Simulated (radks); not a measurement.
The numbers below are computed, except where a source is named.
Ionisation of Tc, [Kr] 4d5 5s2, to Tc+, [Kr] 4d5 5s1, under several functionals. Scalar-relativistic Kohn-Sham, spin-polarised, spherical densities, point nucleus; open shells are filled with parallel spins first (spin-orbit coupling, left out, can overturn this in heavy ions); a radial shooting solver on a logarithmic mesh with Libxc functionals.

functional,E(Tc) (hartree),Exc (hartree),IE (eV),-e(HOMO) (eV),<r> HOMO (bohr),IE error (eV)
revPBE,-4285.95012,-128.60077,6.761,4.170,3.545,-0.359
XLYP,-4286.72559,-129.37473,7.308,4.366,3.477,+0.189
HCTH/407,-4288.54528,-131.37707,7.852,4.202,3.617,+0.733
PW91,-4286.47137,-129.12677,6.920,4.285,3.512,-0.200
AM05,-4281.60340,-124.20380,6.883,4.242,3.534,-0.236
exchange-only B88,-4284.19496,-126.80558,5.893,3.448,3.710,-1.227

NIST Atomic Spectra Database: 7.119 eV (measured). Closest: XLYP. The Delta-SCF values span 1.96 eV, the total energies 6.94 hartree. The highest occupied level is 5s. Open shells are spherical and high-spin; term and fine-structure splittings are not resolved.
